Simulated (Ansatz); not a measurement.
Molecule: SnH$_{4}$, net charge -1, doublet state. 
Geometry from a B3LYP-D3(BJ)/def2-TZVP (Ansatz, an electronic-structure program) optimisation:
```
Sn
H 1 1.7758
H 1 1.7758 2 98.68
H 1 1.9284 2 93.75 3 -94.38
H 1 1.9284 2 93.75 3 94.38
```
Charge -1, spin multiplicity 2.

Parts of the frozen-core correlation energy in def2-SVP (Ansatz, hartree). Frozen orbitals: 9; correlated occupied orbitals by spin: 5 and 4; virtual: 32 and 33. UHF or UKS for open shells. No spin-orbit coupling. In def2 rows, elements after Kr have scalar-relativistic effective core potentials.

```json
[
 {"term": "reference (HF)", "value": "-215.57783"},
 {"term": "MP2 opposite-spin", "value": "…"},
 {"term": "MP2 same-spin", "value": "…"},
 {"term": "CCSD correlation", "value": "…"},
 {"term": "(T)", "value": "-0.00284"},
 {"term": "CCSDT minus CCSD(T)", "value": "-0.00081"},
 {"term": "CCSDT(Q) minus CCSD(T)", "value": "-0.00089"},
 {"term": "T1 diagnostic", "value": "0.016"},
 {"term": "largest doubles amplitude", "value": "0.057"},
 {"term": "<S^2> of the reference", "value": "0.787"}
]
```

**Question.** Fill in the missing entries.

**Answer.** 
- MP2 opposite-spin, value: -0.09714
- MP2 same-spin, value: -0.01191
- CCSD correlation, value: -0.14100
